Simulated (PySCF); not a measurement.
Computed beside measured shifts: (Furan-2-ylmethyl)diphenylphosphine oxide (C17H15O2P)

System: (Furan-2-ylmethyl)diphenylphosphine oxide (C17H15O2P), SMILES O=P(Cc1ccco1)(c1ccccc1)c1ccccc1.

Atom-mapped SMILES (hydrogens are numbered by the atom that bears them): [O:1]=[P:2]([CH2:3][c:4]1[cH:5][cH:6][cH:7][o:8]1)([c:9]1[cH:10][cH:11][cH:12][cH:13][cH:14]1)[c:15]1[cH:16][cH:17][cH:18][cH:19][cH:20]1

Method: GIAO KT3/pcSseg-2, gas phase, PySCF SCF with an in-house response code, fitting set def2-universal-JFIT, grid level 2, non-relativistic, geometry: PBE0-D3(BJ)/def2-SVP.

One optimised conformer. Values are averaged over the atoms that symmetry or fast rotation interchanges, on this one geometry and without vibrational averaging. Shifts are the reference shielding less the shielding here, at the same level (13C, 1H against isolated TMS; 17O against isolated H2O; 31P against isolated H3PO4); nuclei without a reference have shieldings only.

Q: What shifts does this level give for P2, and how do they compare with measurement?

A: 
| atom | nucleus | computed / ppm | measured / ppm | computed less measured | measured against | medium of the measurement |
| --- | --- | --- | --- | --- | --- | --- |
| P2 | 31P | 9.9 | 28.5 | -18.6 | 85 % H3PO4 | CDCl3 |

Computed 19F and 31P shifts carry an offset from the reference molecule (CFCl3 is hard for DFT, lone H3PO4 or PH3 isn't the 85 % acid), so differences between compounds are more accurate than the values.

Measured values: supporting information or article, doi 10.1039/c2cc33908k.
